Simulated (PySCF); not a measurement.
The numbers are results of TPSSh-D3(BJ)/def2-TZVP // CAM-B3LYP-D3(BJ)/def2-TZVP run with PySCF 2.14.0, not measurements. Gas-phase values, no solvent. One relaxed conformer stands for a flexible species; it need not be the lowest. Excitations are Tamm–Dancoff values on a coarser integration grid. The basis has no diffuse functions, so Rydberg states are missing or too high.

Reference species (SMILES): `[OH][Al]([OH])[OH]` (neutral, multiplicity 1).

```
Property                Value
-------------------  --------
T1 excitation (TDA)   6.48 eV
S1–T1 gap (TDA)       0.26 eV
HOMO                 -8.05 eV
```

Changed species: `[OH][AlH2]` (2 of 3 OH replaced by H; the reference has 0 of 3 OH replaced by H).

Question: What does the change do to the T1 excitation (TDA), S1–T1 gap (TDA) and HOMO?

Answer: the T1 excitation (TDA) falls by 0.99 eV, to 5.49 eV; the S1–T1 gap (TDA) rises by 0.20 eV, to 0.46 eV; the HOMO rises by 0.29 eV, to -7.76 eV.
